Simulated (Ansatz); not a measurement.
Total energies of BMe2(dmap) (C7H18BNO) from Ansatz at PBE0-D4/def2-TZVP, gas phase (1 Eh = 27.2114 eV = 2625.5 kJ/mol). The reference geometry is relaxed at PBE-D4/def2-SVP.

```json
{"state": "charge 0 singlet", "geometry": "reference", "energy (Eh)": "-432.11922"}
{"state": "charge 1 doublet", "geometry": "reference", "energy (Eh)": "-431.81829"}
{"state": "charge 1 doublet", "geometry": "relaxed at PBE-D4/def2-SVP", "energy (Eh)": "-431.83711"}
{"state": "free B atom (doublet)", "geometry": "–", "energy (Eh)": "-24.61828"}
{"state": "free C atom (triplet)", "geometry": "–", "energy (Eh)": "-37.80537"}
{"state": "free H atom (doublet)", "geometry": "–", "energy (Eh)": "-0.50104"}
{"state": "free O atom (triplet)", "geometry": "–", "energy (Eh)": "-75.01860"}
{"state": "free N atom (quartet)", "geometry": "–", "energy (Eh)": "-54.54382"}
```

(1) Work out the vertical ionisation energy to the doublet.

(2) How much does the charge 1 doublet relax, and what is the adiabatic ionisation energy?

(3) What is the binding energy per atom against free atoms?

(1) E(charge 1 doublet) − E(charge 0 singlet) = -431.81829 − (-432.11922) = 0.30093 Eh = 8.19 eV. For comparison, −ε of the highest occupied level is 6.42 eV at this level, 1.77 eV less.

(2) Relaxation: -431.81829 − (-431.83711) = 0.01882 Eh = 0.51 eV. Adiabatic ionisation energy: 0.28211 Eh = 7.68 eV, without zero-point energy. 

(3) Atoms: 1 × (-24.61828) + 7 × (-37.80537) + 18 × (-0.50104) + 1 × (-75.01860) + 1 × (-54.54382) = -427.83701 Eh. Binding: -427.83701 − (-432.11922) = 4.28221 Eh = 116.52 eV, or 4.16 eV for each of 28 atoms (no zero-point energy, no counterpoise term).
